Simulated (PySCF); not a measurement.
# CsH: a composite coupled-cluster calculation

State: ¹Σ⁺, singlet, closed shell. De refers to Cs + H. RHF-based CCSD(T) in PySCF 2.14 with Cs cc-pwCVTZ-X2C, H cc-pVTZ-DK and Cs cc-pwCVQZ-X2C, H cc-pVQZ-DK (frozen core orbitals: 23; spin-free X2C with a Gaussian nucleus). Correlation energies are extrapolated as n⁻³ (n = 3, 4), Hartree–Fock as (n+1)·exp(−9√n).

| Level | Re (Å) | ωe (cm⁻¹) | ωexe (cm⁻¹) | αe (cm⁻¹) | De (eV) |
| --- | --- | --- | --- | --- | --- |
| CCSD(T)/TZ | 2.5094 | 887.3 | 12.4 | 0.0581 | 1.732 |
| CCSD(T)/QZ | 2.5027 | 889.2 | 12.4 | 0.0591 | 1.803 |
| HF/CBS | 2.5897 | 853.8 | 10.8 | 0.0509 | 0.910 |
| MP2/CBS | 2.4749 | 920.4 | 11.5 | 0.0565 | 1.660 |
| CCSD/CBS | 2.5080 | 885.8 | 12.2 | 0.0593 | 1.843 |
| CCSD(T)/CBS | 2.4980 | 891.4 | 12.3 | 0.0599 | 1.852 |

**Question.** How much is left between CCSD(T)/QZ and the basis-set limit, and how much do the triples give at the limit?

**Answer.** CCSD(T)/CBS less CCSD(T)/QZ: -4.7 mÅ in Re, +2.2 cm⁻¹ in ωe and +0.049 eV in De. CCSD(T)/CBS less CCSD/CBS: -10.0 mÅ in Re, +5.6 cm⁻¹ in ωe and +0.009 eV in De.

The T1 diagnostic is 0.017. The open-shell atoms are computed with UHF. Spin–orbit coupling, excitations beyond (T) and corrections to the Born–Oppenheimer picture are left out.

The whole job (state search and all basis sets along the bond) took about 11 min on 4 threads of Arm Neoverse V1 (shared host), peak memory 11 GiB.
